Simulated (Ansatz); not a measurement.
Br3Sn (SMILES [Br][Sn]([Br])[Br]), doublet, at a GFN2-xTB geometry (such geometries of metal compounds can be far from the true shape) (the spin is typed, not shown lowest) (all electrons, no relativity); Ansatz (a program for electronic structure) with PBE/STO-3G.

Ansatz was given this input:
Ansatz 0.2 input:
```yaml
crystal:
  periodic: [false, false, false]
  atoms:
    - {symbol: Sn, position_ang: [-0.30559618, 0.27078947, 0.55707516]}
    - {symbol: Br, position_ang: [-1.69678763, -1.64465708, -0.53914098]}
    - {symbol: Br, position_ang: [0.10094843, 2.02068988, -1.33464601]}
    - {symbol: Br, position_ang: [2.03240517, -0.76287491, 1.07796533]}
basis:
  gaussian:
    orbitals: STO-3G
hamiltonian:
  xc: pbe
magnetization: {spin_polarized: true, initial_magnetization: 1}
accuracy: high
```

What the program printed (banner, timings and long lists left out):

```
Functional definition: PBE
1230 factors; integrals over basis functions are off by at most 2.0e-8 eV
mean field evaluation 1: about -370114.3311 eV, gradient 1.3e1 eV
mean field evaluation 2: about -370107.0950 eV, gradient 2.8e1 eV
mean field evaluation 4: about -370116.8035 eV, gradient 2.7e-1 eV
mean field evaluation 8: about -370116.7520 eV, gradient 1.5e-2 eV
mean field evaluation 16: about -370116.7520 eV, gradient 8.2e-7 eV
mean field evaluation 32: about -370114.6946 eV, gradient 8.4e-2 eV
mean field evaluation 64: about -370116.0415 eV, gradient 1.9e0 eV
mean field -370116.75197528 eV, -13601.5397609464 hartree, gradient 1.0e-8 eV, S^2 0.751586; 5 other end points of the search recorded, 0 dependent functions left out
reference -370116.75197727 eV, -13601.5397610197 hartree; 78, 77 occupied and 3, 4 virtual orbitals, 1230 factors
Total energy: -370116.75197727 eV, -13601.5397610197 hartree
```
